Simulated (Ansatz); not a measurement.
Calculated with Ansatz (gas phase, PBE0-D4/def2-TZVP geometries, no zero-point term in ΔE). CCSD(T)/CBS adds triple-zeta CCSD(T) − MP2 to the extrapolated MP2 energy (def2 sets, frozen cores). This one scheme is used for every species. Functionals use def2-TZVPP. B3LYP here is the variant with VWN-RPA as its local correlation; programs differ in this. For Se outer-core shells are correlated without core-valence functions, which leaves a few kJ/mol of doubt a bond. Scalar relativity is left out up to krypton. One conformer a species, not always the lowest.

`C/C(O)=C\[SeH]` + CH₃OH → `OC[SeH]` + `C=C(C)O`  (formal exchange of groups at the Se–C bond)

`C/C(O)=C\[SeH]`:

Z-matrix (Å, degrees):
```
C
C 1 1.487
H 1 1.096 2 110.0
H 1 1.095 2 110.4 3 118.9
H 1 1.088 2 111.1 3 -120.4
O 2 1.360 1 115.4 3 -55.8
C 2 1.335 1 127.2 3 124.5
H 6 0.961 2 109.4 1 2.0
Se 7 1.894 2 123.8 1 5.4
H 7 1.083 2 118.8 1 179.5
H 9 1.474 7 96.7 2 -110.6
```

CH₃OH:

```xyz
6

C     0.037    0.318   -0.155
O    -0.566   -0.923    0.130
H    -0.596    0.821   -0.887
H     1.038    0.207   -0.591
H     0.110    0.961    0.731
H    -0.024   -1.385    0.772
```

`OC[SeH]`:

Z-matrix (Å, degrees):
```
C
Se 1 1.972
O 1 1.389 2 115.1
H 1 1.089 2 105.2 3 -117.8
H 1 1.093 2 106.5 3 126.5
H 2 1.469 1 94.9 3 -93.9
H 3 0.961 1 109.0 2 57.7
```

`C=C(C)O`:

Cartesian coordinates in Å:
```
C -0.656 -1.136 0.333
C 0.206 -0.183 -0.018
C -0.127 1.257 -0.172
O 1.518 -0.410 -0.284
H -0.354 -2.173 0.429
H -1.689 -0.893 0.532
H 0.485 1.860 0.504
H 0.094 1.588 -1.190
H -1.179 1.439 0.042
H 1.702 -1.348 -0.176
```

```json
{"level": "PBE-D4", "ΔE (kJ/mol)": "-16.9", "difference from CCSD(T)/CBS": "-3.5"}
{"level": "r2SCAN-D4", "ΔE (kJ/mol)": "-18.9", "difference from CCSD(T)/CBS": "-5.5"}
{"level": "PBE0-D4", "ΔE (kJ/mol)": "-14.2", "difference from CCSD(T)/CBS": "-0.8"}
{"level": "B3LYP-D4", "ΔE (kJ/mol)": "-16.2", "difference from CCSD(T)/CBS": "-2.8"}
{"level": "ωB97X-V", "ΔE (kJ/mol)": "-13.9", "difference from CCSD(T)/CBS": "-0.5"}
{"level": "ωB97M-V", "ΔE (kJ/mol)": "-15.4", "difference from CCSD(T)/CBS": "-2.0"}
{"level": "B2PLYP", "ΔE (kJ/mol)": "-16.8", "difference from CCSD(T)/CBS": "-3.4"}
{"level": "PBE", "ΔE (kJ/mol)": "-19.4", "difference from CCSD(T)/CBS": "-6.0"}
{"level": "r2SCAN", "ΔE (kJ/mol)": "-19.7", "difference from CCSD(T)/CBS": "-6.3"}
{"level": "PBE0", "ΔE (kJ/mol)": "-16.6", "difference from CCSD(T)/CBS": "-3.2"}
{"level": "B3LYP", "ΔE (kJ/mol)": "-20.2", "difference from CCSD(T)/CBS": "-6.8"}
{"level": "HF/def2-TZVPP", "ΔE (kJ/mol)": "-18.1", "difference from CCSD(T)/CBS": "-4.7"}
{"level": "MP2/def2-TZVPP", "ΔE (kJ/mol)": "-10.2", "difference from CCSD(T)/CBS": "3.2"}
{"level": "SCS-MP2/def2-TZVPP", "ΔE (kJ/mol)": "-11.1", "difference from CCSD(T)/CBS": "2.3"}
{"level": "CCSD/def2-TZVPP", "ΔE (kJ/mol)": "-13.7", "difference from CCSD(T)/CBS": "-0.3"}
{"level": "CCSD(T)/def2-TZVPP", "ΔE (kJ/mol)": "-13.1", "difference from CCSD(T)/CBS": "0.3"}
{"level": "HF/def2-QZVPP", "ΔE (kJ/mol)": "-17.7", "difference from CCSD(T)/CBS": "-4.3"}
{"level": "MP2/def2-QZVPP", "ΔE (kJ/mol)": "-10.2", "difference from CCSD(T)/CBS": "3.2"}
{"level": "SCS-MP2/def2-QZVPP", "ΔE (kJ/mol)": "-11.0", "difference from CCSD(T)/CBS": "2.4"}
{"level": "HF/CBS(def2)", "ΔE (kJ/mol)": "-17.6", "difference from CCSD(T)/CBS": "-4.2"}
{"level": "MP2/CBS(def2)", "ΔE (kJ/mol)": "-10.5", "difference from CCSD(T)/CBS": "2.9"}
{"level": "CCSD/CBS(def2)", "ΔE (kJ/mol)": "-14.0", "difference from CCSD(T)/CBS": "-0.6"}
{"level": "CCSD(T)/CBS", "ΔE (kJ/mol)": "-13.4", "difference from CCSD(T)/CBS": "0"}
```

Largest T1 diagnostic among the species: 0.012.

In def2-TZVPP, CCSD(T) changes the Hartree–Fock value by +5.0 kJ/mol (the triples alone add +0.6 kJ/mol) and MP2 by +7.9 kJ/mol. The D4 term adds +4.0 kJ/mol with B3LYP and +2.4 kJ/mol with PBE0; it sums over pairs of atoms, weighted by their polarisabilities, and B3LYP, whose exchange is more repulsive, gets the larger term.
